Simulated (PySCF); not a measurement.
CH6SSeSi (SMILES CS[Se][SiH3]), singlet, at a GFN2-xTB geometry.

Input for PySCF:
```python
from pyscf import gto, scf, solvent

mol = gto.Mole()
mol.atom = '''
    Se   -0.081589   -0.186037    0.857947
    S     1.365315    0.636105   -0.559277
    C     1.796099   -0.826120   -1.562918
    H     2.180421   -1.611497   -0.919812
    H     2.566569   -0.495065   -2.250957
    H     0.925049   -1.168791   -2.112998
    Si   -2.026334    0.246250   -0.290857
    H    -1.948839   -0.422239   -1.588801
    H    -2.151776    1.688427   -0.463427
    H    -3.050361   -0.334051    0.563738
'''
mol.basis = '6-31g'
mol.charge = 0
mol.spin = 0
mol.verbose = 4
mol.build()

mf = scf.RHF(mol)
mf.kernel()
```

Problem. What does this run give for the HOMO-LUMO gap, number of basis functions, dipole moment, nuclear repulsion energy, HOMO energy, Mulliken (on the basis functions themselves) charges in atom order?

Solution. 
| Property | Value |
|---|---|
| HOMO-LUMO gap | 11.68 eV |
| number of basis functions | 74 |
| dipole moment | 2.81 D |
| nuclear repulsion energy | 432.7324 Eh |
| HOMO energy | -9.47 eV |
| Mulliken (on the basis functions themselves) charges in atom order | Se1 -0.11, S2 -0.04, C3 -0.70, H4 0.21, H5 0.21, H6 0.20, Si7 0.72, H8 -0.17, H9 -0.15, H10 -0.16 |
